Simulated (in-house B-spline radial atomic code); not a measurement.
A calculation on neutral molybdenum: its settings, and results tabulated from the run. Computed with an all-electron radial atomic-structure program (B-spline basis): non-relativistic PBE0, spin-polarised, spherical fractional occupations, point nucleus, inside a hard spherical wall at 3.23 bohr.

Command:
```bash
python run_scf.py task.json out
```
Settings:
```
Z                42
configuration    [Kr] 4d5 5s1
hamiltonian      nr
method           pbe0
spin_polarised   True
wall_radius      3.23
```

Output (hartree, bohr):
```
 radial grid: 42 intervals, B-splines of order 8, outer radius 3.23 bohr

 iter        energy (Eh)    residual
    1       -3975.030284    5.24e-01
    2       -3975.542765    1.45e-01
    3       -3975.823573    2.65e-02
    4       -3975.830038    7.42e-03
    5       -3975.830299    2.77e-03
    6       -3975.830363    4.84e-04
    7       -3975.830367    6.33e-05
    8       -3975.830367    3.48e-06
    9       -3975.830367    2.89e-07

 total energy                     -3975.83037
 kinetic                            3980.9426
 electron-nucleus                  -9497.8038
 Hartree                            1663.4707
 exact exchange                      -30.1743
 exchange-correlation                -92.2655

 orbital      occ     eigenvalue          <r>       <r^2>       <1/r>       r_max
 1s up      1.000      -712.3120    0.0363013  0.00176362     41.4854     0.02401
 1s down    1.000      -712.3084    0.0363014  0.00176362     41.4853     0.02401
 2s up      1.000       -99.0645     0.158627   0.0295858     9.35632      0.1341
 2s down    1.000       -99.0322     0.158613   0.0295806     9.35733      0.1341
 2p up      3.000       -91.1199     0.136066    0.022563     9.34168      0.1056
 2p down    3.000       -91.0944     0.136043   0.0225552       9.343      0.1056
 3s up      1.000       -16.6053      0.44014    0.221697     3.24597      0.3942
 3s down    1.000       -16.5846      0.44012    0.221604     3.24475      0.3944
 3p up      3.000       -13.5355     0.435495    0.220509     3.15039       0.382
 3p down    3.000       -13.5147     0.435336    0.220239     3.15001      0.3821
 3d up      5.000        -7.9291     0.414719    0.206635     2.96727      0.3229
 3d down    5.000        -7.8947     0.414757    0.206522     2.96577      0.3233
 4s up      1.000        -1.9616      1.15711     1.51595     1.16331       1.024
 4s down    1.000        -1.7852      1.14865     1.49434     1.17412       1.019
 4p up      3.000        -1.0927      1.27232     1.84029     1.04145         1.1
 4p down    3.000        -0.8947      1.25839     1.80209     1.05609       1.091
 4d up      5.000         0.2367      1.56305     2.74134    0.805925        1.39
 5s up      1.000         0.7548      1.99418     4.37944    0.683038       2.208
```

Cost of the run: 0.18 s on 1 thread of AMD EPYC 7R43 64-Core Processor (shared host).
